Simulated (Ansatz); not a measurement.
`CB[SiH2]OC` + `C[SeH]` → `CB[Se]C` + `CO[SiH3]` at 298.15 K and 1 bar (cleavage of the B–Si bond).

Computed with Ansatz on PBE0-D4/def2-TZVP structures; ΔE is electronic, products minus reactants. CCSD(T)/CBS adds triple-zeta CCSD(T) − MP2 to the extrapolated MP2 energy (def2 sets, frozen cores). For Se outer-core shells are correlated without core-valence functions, which leaves a few kJ/mol of doubt a bond. Scalar relativity is left out up to krypton. Each species was taken in one conformer, which may not be the lowest.

```json
{"species": "`CB[SiH2]OC`", "CCSD(T)/CBS energy (Eh)": "-470.57161", "H − E (kJ/mol)": "307.8", "S (J/(mol·K))": "378.0"}
{"species": "`C[SeH]`", "CCSD(T)/CBS energy (Eh)": "-2441.15625", "H − E (kJ/mol)": "129.5", "S (J/(mol·K))": "267.5"}
{"species": "`CB[Se]C`", "CCSD(T)/CBS energy (Eh)": "-2505.84508", "H − E (kJ/mol)": "248.8", "S (J/(mol·K))": "342.0"}
{"species": "`CO[SiH3]`", "CCSD(T)/CBS energy (Eh)": "-405.93001", "H − E (kJ/mol)": "192.4", "S (J/(mol·K))": "298.5"}
```

H − E and S are ideal-gas, rigid-rotor, harmonic terms from PBE0-D4/def2-TZVP, for one conformer and one mirror image of each species. 1 Eh = 2625.50 kJ/mol, R = 8.31446 J/(mol·K).

Question: By hand: ΔE, ΔH, ΔS and ΔG.

Answer: ΔE = (-2505.84508) + (-405.93001) − (-470.57161) − (-2441.15625) = -0.04723 Eh = -124.0 kJ/mol. Δ(H − E) = 248.8 + 192.4 − 307.8 − 129.5 = 3.9, so ΔH = -120.1 kJ/mol. ΔS = 342.0 + 298.5 − 378.0 − 267.5 = -5.0 J/(mol·K). ΔG = -120.1 − 298.15 × (-5.0)/1000 = -118.6 kJ/mol.

Question: By hand: the equilibrium constant, and the temperature at which ΔG would vanish if ΔH and ΔS stayed fixed.

Answer: log₁₀ K = −ΔG/(RT ln 10) = 20.8. ΔG = 0 at ΔH/ΔS = 24020 K, far beyond where these terms or the molecules hold.

The number of gas molecules stays the same, so ΔS is small and ΔH decides. A doubt of 5 kJ/mol in ΔE shifts log₁₀ K by 0.9 here. Other conformers and mirror images would add mixing entropy, several J/(mol·K) or more a flexible species. These are equilibria of isolated gas molecules and say nothing of rates. Largest T1 diagnostic: 0.012 (customary marks: 0.02 for closed shells, 0.045 for open ones).
